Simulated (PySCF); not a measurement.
CH5GaO2.

```xyz
9

Ga    -0.3709     0.5685     0.0000
H     -1.6279     1.4908     0.0000
O      1.3664     1.0615     0.0000
H      1.4728     2.0301     0.0000
O     -0.5828    -1.2121     0.0000
C      0.4995    -2.1239     0.0000
H      0.4443    -2.7820     0.8971
H      0.4443    -2.7820    -0.8971
H      1.4982    -1.6315     0.0000
```

Geometry optimised at PBE-D3(BJ)/def2-SVP. The structure was generated by enumeration; whether it is a known compound was not checked. One conformer was computed; it need not be the lowest.

Method: KT2/pcSseg-1 in PySCF. Non-relativistic, no solvent.

Give the absolute GIAO shielding of each atom: isotropic value and principal components (ppm). (An estimate is asked for; the answer gives what the named calculation found.)


| atom | σ(iso) | σ11 | σ22 | σ33 | span |
|---|---|---|---|---|---|
| Ga1 | 1437.6 | 1290.7 | 1483.0 | 1538.9 | 248.2 |
| H2 | 25.6 | 19.7 | 19.9 | 37.2 | 17.5 |
| O3 | 228.7 | 78.0 | 300.1 | 307.9 | 229.8 |
| H4 | 28.2 | 22.7 | 22.9 | 38.9 | 16.2 |
| O5 | 226.9 | 72.2 | 298.6 | 310.0 | 237.8 |
| C6 | 122.6 | 88.4 | 100.9 | 178.7 | 90.2 |
| H7 | 27.0 | 23.1 | 24.3 | 33.5 | 10.4 |
| H8 | 27.0 | 23.1 | 24.3 | 33.5 | 10.4 |
| H9 | 26.2 | 21.0 | 25.2 | 32.3 | 11.2 |
